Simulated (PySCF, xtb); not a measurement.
B(H)(NH2)2 (BH5N2), SMILES NBN.

GFN2-xTB (xtb 6.7.1) at its own geometry gives an orbital gap of 6.60 eV and a dipole moment of 1.57 D.

The structure is a stationary point at B3LYP-D3(BJ)/def2-TZVP. The values are those of a single conformer.

Q: What does PySCF with ωB97X/def2-TZVPD give? (The exact figures need the calculation; the answer reports its results.)

A: gap 10.98 eV (levels -9.39 and 1.60 eV), dipole 1.31 D.
